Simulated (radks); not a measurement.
Valence configurations of Ce (all share [Xe]). Method: Dirac Kohn-Sham, PBEsol, spin-unpolarised, spherical densities, finite nucleus; open shells are shared between the two j in proportion to 2j + 1; Fermi nuclear charge, rms radius 4.8771 fm; computed with a radial shooting solver on a logarithmic mesh with Libxc functionals. Energies are relative to 4f1 5d1 6s2; eigenvalues in eV.

[
 {"valence": "4f1 5d1 6s2", "E (eV)": "0.000", "e(4f5/2)": "-5.610", "e(4f7/2)": "-5.277", "e(5d3/2)": "-3.194", "e(5d5/2)": "-2.992", "e(6p1/2)": "-"},
 {"valence": "4f1 5d2 6s1", "E (eV)": "0.907", "e(4f5/2)": "-4.022", "e(4f7/2)": "-3.693", "e(5d3/2)": "-2.233", "e(5d5/2)": "-2.056", "e(6p1/2)": "-"},
 {"valence": "4f1 6s2 6p1", "E (eV)": "2.304", "e(4f5/2)": "-8.658", "e(4f7/2)": "-8.321", "e(5d3/2)": "-", "e(5d5/2)": "-", "e(6p1/2)": "-2.343"},
 {"valence": "4f1 5d1 6s1 6p1", "E (eV)": "2.472", "e(4f5/2)": "-6.737", "e(4f7/2)": "-6.404", "e(5d3/2)": "-4.092", "e(5d5/2)": "-3.877", "e(6p1/2)": "-2.008"},
 {"valence": "4f1 5d2 6p1", "E (eV)": "3.119", "e(4f5/2)": "-5.105", "e(4f7/2)": "-4.775", "e(5d3/2)": "-3.112", "e(5d5/2)": "-2.922", "e(6p1/2)": "-1.710"},
 {"valence": "4f2 5d1 6p1", "E (eV)": "3.143", "e(4f5/2)": "-0.751", "e(4f7/2)": "-0.475", "e(5d3/2)": "-2.334", "e(5d5/2)": "-2.187", "e(6p1/2)": "-1.652"},
 {"valence": "4f1 5d1 6p2", "E (eV)": "5.030", "e(4f5/2)": "-7.790", "e(4f7/2)": "-7.456", "e(5d3/2)": "-4.906", "e(5d5/2)": "-4.678", "e(6p1/2)": "-2.449"},
 {"valence": "5d1 6s2 6p1", "E (eV)": "8.146", "e(4f5/2)": "-", "e(4f7/2)": "-", "e(5d3/2)": "-6.476", "e(5d5/2)": "-6.181", "e(6p1/2)": "-2.443"},
 {"valence": "5d1 6s1 6p2", "E (eV)": "11.229", "e(4f5/2)": "-", "e(4f7/2)": "-", "e(5d3/2)": "-7.317", "e(5d5/2)": "-7.012", "e(6p1/2)": "-2.888"}
]

NIST lists [Xe] 4f1 5d1 6s2 as the ground configuration; this level of theory agrees among the configurations tried. The energies are those of spherical spin-averaged densities, not of single terms. No valid solution was reached for [Xe] 4f2 5d1 6s1.
